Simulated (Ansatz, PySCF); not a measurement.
Caution: the highest occupied level lies above zero, so the state may not be bound. This singlet lies 1.15 eV below the relaxed triplet at the level B3LYP/aug-cc-pVTZ // PBE0-D3(BJ)/def2-TZVPD (Ansatz, an electronic-structure program).

Cartesian coordinates (Å):
SMILES: C=[CH][Al-][NH2]
```xyz
9

C     -2.0065    -0.0425    -0.0636
C     -0.6902     0.1814     0.0050
Al     0.7438    -1.2748    -0.1627
N      2.1997    -0.1579     0.0411
H     -2.7706     0.7353     0.0262
H     -2.3921    -1.0529    -0.2187
H     -0.4117     1.2362     0.1631
H      3.1591    -0.4699     0.0254
H      2.1686     0.8450     0.1842
```
Charge -1, spin multiplicity 1.

**Question.** What HOMO and total energy does PBE0-D3(BJ)/def2-TZVPD in PySCF give?

**Answer.** 
- HOMO = 0.32 eV
- total energy = -376.1943 Ha
